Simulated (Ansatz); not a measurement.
Reaction: BI3 (triiodoborane, SMILES IB(I)I) → BI2 (SMILES I[B]I, doublet) + I (doublet) (the B-I bond breaks)
Each species at its own B3LYP-D3(BJ)/def2-TZVP minimum (Ansatz, a quantum-chemistry and plane-wave program).

Total energies in hartree (Ansatz). Radicals and triplets start from unrestricted determinants; spin-orbit coupling is neglected. Correlated methods leave the cores frozen (noble-gas shells, and filled d and f shells in the p block). Past Kr the def2 sets carry scalar-relativistic core potentials. Spin-orbit terms, left out, reach several kcal/mol for Br and I, and more for heavier atoms.

```tsv
species	HF/def2-TZVPP	CCSD(T)/def2-TZVPP	HF/def2-QZVPP	CCSD(T)/def2-QZVPP	CCSD(T)/def2-SVP	CCSDT(Q)/def2-SVP
1: BI3 (SMILES IB(I)I)	-914.74472	-915.32278	-914.74890	-915.39285	-915.10931	-915.11110
2: BI2 (SMILES I[B]I, doublet)	-618.00198	-618.40008	-618.00512	-618.44732	-618.24571	-618.24754
3: I (doublet)	-296.65857	-296.79430	-296.65973	-296.81374	-296.74085	-296.74112
```

### Question
Work out the bond dissociation energy (electronic) in kcal/mol: take Hartree-Fock from def2-QZVPP, extrapolate the CCSD(T) correlation energy as X^-3 (X = 3, 4), and add CCSDT(Q) - CCSD(T) in def2-SVP. 1 hartree = 627.51 kcal/mol.

### Answer

Species 1: correlation (64·(-0.64395) - 27·(-0.57806))/37 = -0.69203; step -0.00179; E1 = -914.74890 + (-0.69203) + (-0.00179) = -915.44272
Species 2: correlation (64·(-0.44220) - 27·(-0.39810))/37 = -0.47438; step -0.00183; E2 = -618.00512 + (-0.47438) + (-0.00183) = -618.48133
Species 3: correlation (64·(-0.15401) - 27·(-0.13573))/37 = -0.16735; step -0.00027; E3 = -296.65973 + (-0.16735) + (-0.00027) = -296.82735
-1·E1 +1·E2 +1·E3 = 0.13404 hartree = 84.1 kcal/mol.
